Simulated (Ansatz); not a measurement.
Start from `C[SiH](N)[AlH2]` and change one atom or group to get `C[SiH](N)O[SiH3]`.

Ansatz, PBE0-D4/def2-TZVP geometries, multiplicity 1. Each molecule was computed in one conformer, which needn't be the lowest.

```
                                          property  `C[SiH](N)[AlH2]`
                 LUMO energy (PBE/def2-TZVPP) / eV              -2.59
             LUMO energy (ωB97M-V/def2-TZVPP) / eV              -0.22
           HOMO–LUMO gap (ωB97M-V/def2-TZVPP) / eV               8.69
             HOMO–LUMO gap (B3LYP/def2-TZVPP) / eV               4.63
  size of the dipole moment (B3LYP/def2-TZVPP) / D               1.60
size of the dipole moment (ωB97M-V/def2-TZVPP) / D               1.60
```

Question: What does the change do to each property? (An estimate is asked.)

Answer: Computed: 
```json
{"property": "LUMO energy (PBE/def2-TZVPP) / eV", "`C[SiH](N)O[SiH3]`": "-0.46", "shift": "2.13"}
{"property": "LUMO energy (ωB97M-V/def2-TZVPP) / eV", "`C[SiH](N)O[SiH3]`": "1.91", "shift": "2.13"}
{"property": "HOMO–LUMO gap (ωB97M-V/def2-TZVPP) / eV", "`C[SiH](N)O[SiH3]`": "12.00", "shift": "3.31"}
{"property": "HOMO–LUMO gap (B3LYP/def2-TZVPP) / eV", "`C[SiH](N)O[SiH3]`": "7.52", "shift": "2.89"}
{"property": "size of the dipole moment (B3LYP/def2-TZVPP) / D", "`C[SiH](N)O[SiH3]`": "1.44", "shift": "-0.16"}
{"property": "size of the dipole moment (ωB97M-V/def2-TZVPP) / D", "`C[SiH](N)O[SiH3]`": "1.45", "shift": "-0.15"}
```

With PBE0 the HOMO falls by 0.81 eV and the LUMO rises by 2.20 eV, so the gap widens by about 3.01 eV. PBE moves the HOMO by -0.55 eV and ωB97M-V by -1.17 eV. Dipoles are sizes alone; their direction can turn.

B3LYP here is the variant with VWN-RPA as its local correlation; programs differ in this.
